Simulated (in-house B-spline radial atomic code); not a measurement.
The numbers below are computed, except where a source is named.
**Stopping and range of 5 keV C in Ge**

The pair potential comes from two frozen, spherical free-atom densities (PBE, B-spline radial code, scalar-relativistic past argon): electrostatics plus the change in Thomas-Fermi kinetic and Dirac exchange energy where they overlap, the recipe behind the universal ZBL potential, which averages such potentials (from solid-state densities) over many pairs. It is written V = (Z1 Z2 e²/r) φ(r/a), with e² = 14.3996 eV·Å and a = 0.46850 Å/(Z1^0.23 + Z2^0.23); ZBL's fit is φ = 0.18175 e^(−3.1998x) + 0.50986 e^(−0.94229x) + 0.28022 e^(−0.4029x) + 0.02817 e^(−0.20162x). Where φ falls below 4e-4 it is continued as an exponential.

The target is taken as amorphous, with density 5.3234 g/cm³ (NSM archive of the Ioffe Institute); channelling is ignored. Masses: C 12.01, Ge 72.63 u. Nuclear stopping is S_n = 4π a Z1 Z2 e² M1/(M1 + M2) × s_n(ε), with s_n integrated over impact parameters for each pair. Electronic stopping is Lindhard and Scharff's S_e = Z1^(1/6) 8π e² a0 Z1 Z2/(Z1^(2/3) + Z2^(2/3))^(3/2) × v/v0, with a0 = 0.529177 Å and v = v0 at 24.801 keV/u; it misses the oscillations with Z1 seen in experiment, which reach tens of per cent. Compounds add by atom fraction.

```csv
target atom,a (Å),ε at this energy,"s_n, this pair","s_n, ZBL potential"
Ge,0.12563,0.195,0.3576,0.3444
```

**Question.** What are the atom density and the stopping powers at entry?

**Answer.** N = 5.3234 × 0.602214/72.63 = 0.04414 atoms/Å³. For Ge: S_n = 619.3 × 0.3576 = 221.5 eV·Å², S_e = 1.8554 × √5000 = 131.2 eV·Å². Averaged over the target's atoms and times N × 10 Å/nm, the ion loses N S_n = 97.8 eV/nm to recoils and N S_e = 57.9 eV/nm to electrons; the nuclear share is 63 %.

Along the track:

| E (keV) | N S_n (eV/nm) | N S_e (eV/nm) |
| --- | --- | --- |
| 0.25 | 46.9 | 12.9 |
| 0.75 | 66.7 | 22.4 |
| 1.5 | 80.2 | 31.7 |
| 2.5 | 89.3 | 40.9 |
| 3.75 | 95 | 50.1 |
| 5 | 97.8 | 57.9 |

**Question.** Estimate the path length and the projected range.

**Answer.** With continuous slowing down the path is the integral of dE/(N (S_n + S_e)). Trapezoids over the table give 40.3 nm, and the stretch below the first row, with stopping taken as √E, adds 2E/(N S) = 8.4 nm: 48.6 nm in all, against 46.5 nm on a fine grid from 5 eV. Deflections shorten the depth: to first order in the energy passed on, N (S_n + S_e) dR_p/dE = 1 − N S_n (M2/M1) R_p/(2E), summed over the target's atoms, and integrating this on the fine grid gives R_p = 11.8 nm, 0.25 of the path. Lindhard's rule of thumb R/(1 + M2/3M1), with mean M2/M1 = 6.05, gives 15.4 nm; it is meant for M2/M1 below about 2. On the ZBL potential the same equation gives 12.1 nm, and the full integral equation, which keeps hard collisions, 12.7 nm.
